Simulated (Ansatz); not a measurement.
Saddle point of GeAsNH₈, singlet (GeNH₅ ([NH2][GeH3]) + AsH₃ → GeAsH₅ ([GeH3][AsH2]) + NH₃; bonds formed: Ge1–As7, N2–H6; bonds broken: Ge1–N2, H6–As7), PBE0-D4/def2-TZVP structure:

```
atom    x (Å)    y (Å)    z (Å)
 Ge1  -1.1563  -0.4217   0.7646
  N2   0.7826  -0.0233   0.8751
  H3  -1.3294  -0.7052   2.2838
  H4  -1.3912  -1.7057  -0.0147
  H5  -1.9432   0.8265   0.3972
  H6   0.9127   0.1909  -0.1770
 As7  -0.0670   0.3639  -2.1813
  H8   1.0029   0.7837   1.4570
  H9   1.3485  -0.8147   1.1782
 H10   0.5509   1.7577  -2.0559
 H11   1.2896  -0.2523  -2.5270
```

Energies are electronic, without zero-point energy. Barriers and step energies count from the start structure reached by relaxing down the imaginary mode; all methods use the PBE0-D4 structures, on which another method's saddle can fall below an end. Computed with Ansatz 0.2.0 (basis: def2-TZVPP, with def2-QZVPP for the basis limit); correlated methods freeze the cores. Filled d shells of the heavier atoms are correlated. The def2 sets are not built for correlating such inner shells, so the correlated values are less sure here. B3LYP uses VWN-RPA correlation. Extrapolation: Hartree–Fock as exp(−7.88 √X), correlation as X^−2.97.

```csv
method,barrier (kcal/mol),step energy (kcal/mol)
SPW92,16.72,-13.41
PBE-D4,21.88,-13.68
BLYP-D4,?,-12.49
r2SCAN-D4,25.44,-12.71
B97M-V,30.11,-11.28
PBE0-D4,24.60,-13.47
B3LYP-D4,?,-12.38
r2SCAN0-D4,26.61,-12.92
BHLYP-D4,29.99,-12.16
CAM-B3LYP-D4,29.85,-10.83
wB97X-V,30.62,-11.19
wB97M-V,28.36,-12.23
B2PLYP,29.40,-11.15
PBE-QIDH,?,-12.30
RPA on PBE,32.80,-10.01
HF,38.56,-8.84
MP2,29.40,-11.62
CCSD,32.41,-10.79
CCSD(T),30.63,-11.10
```

Q: Fill in the withheld barriers. (An estimate is asked for; the value comes from the calculation.)

A: By the calculation: B3LYP-D4 27.11; PBE-QIDH 27.70; BLYP-D4 24.96 kcal/mol. Each is the energy of the saddle less that of the start structure, by the same method.

For comparison, the barrier by CCSD(T) at an estimated basis limit (MP2 extrapolated from triple and quadruple zeta, plus CCSD(T) − MP2 in triple zeta) is 28.26 kcal/mol.

The T1 diagnostic stays at or below 0.013.

Labels in which every atom is bracketed show which atoms are joined, not bond orders.

For scale, one of the runs: CCSD(T)/def2-TZVPP, 239 basis functions, launched by `ansatz run in.yaml --threads 8 --pin off --events-out ev --progress --plain --max-ram 19148MiB`. Hardware: 8 CPU threads of an Arm Neoverse V1, shared host. Wall time 2.3 min; peak host memory 4.6 GiB.
